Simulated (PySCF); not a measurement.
CH8FNOSi2, SMILES C[SiH2]N[Si@H](O)F.

Geometry optimised at PBE-D3(BJ)/def2-SVP. The structure was generated by enumeration; whether it is a known compound was not checked. The values are those of a single conformer.

Level of theory: PySCF with TDA-PBE/def2-SVPD.

Vertical excitations. 

Q: Give excitation energies, oscillator strengths and character. (The exact figures need the calculation; the answer reports its results.)

A: 
```csv
state,energy (eV),λ (nm),f,main pairs
S1,5.98,207,0.008,HOMO→LUMO 98 %
S2,6.35,195,0.015,HOMO→LUMO+1 96 %
S3,6.60,188,0.049,HOMO→LUMO+2 98 %
S4,7.12,174,0.006,"HOMO→LUMO+4 70 %, HOMO→LUMO+3 27 %"
S5,7.19,172,0.013,"HOMO−1→LUMO 47 %, HOMO→LUMO+3 30 %, HOMO→LUMO+4 19 %"
S6,7.29,170,0.105,"HOMO−1→LUMO 46 %, HOMO→LUMO+3 34 %, HOMO→LUMO+4 8 %, HOMO→LUMO+5 7 %"
S7,7.37,168,0.004,HOMO−2→LUMO 94 %
S8,7.48,166,0.063,HOMO→LUMO+5 85 %
S9,7.54,164,0.009,HOMO−1→LUMO+1 89 %
S10,7.64,162,0.005,HOMO→LUMO+6 97 %
T1,5.83,213,0,HOMO→LUMO 95 %
T2,6.14,202,0,HOMO→LUMO+1 94 %
T3,6.41,193,0,HOMO→LUMO+2 98 %
T4,6.77,183,0,HOMO→LUMO+3 97 %
```
Triplets are in the Tamm–Dancoff approximation.
